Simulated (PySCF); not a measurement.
Molecule: CH3Li, charge -1, multiplicity 2. 
Structure (B3LYP-D3(BJ)/def2-TZVP (Ansatz) minimum search):
```xyz
5

Li    -1.1521    -0.6558    -0.9796
C      0.2841     0.1617     0.2415
H      0.8473    -0.5979     0.8098
H     -0.1344     0.8517     0.9938
H      1.0391     0.7436    -0.3139
```
Charge -1, spin multiplicity 2.

Dispersion corrections to the total energy (kcal/mol) from the dftd3 and dftd4 libraries through PySCF: D3(BJ) without and D4 with the three-body term, each with the damping fitted for the functional named.

```csv
functional,D3(BJ),D4
BLYP,___,-3.73
B2GP-PLYP,-0.74,-0.63
BHLYP,-1.51,-1.71
HF,-10.26,___
B2PLYP,-0.88,-1.09
HSE06,-0.66,-1.18
PBE,___,-1.58
```

**Question.** What belongs in the gaps?

**Answer.** 
- BLYP, D3(BJ): -2.34
- HF, D4: -7.03
- PBE, D3(BJ): -1.07
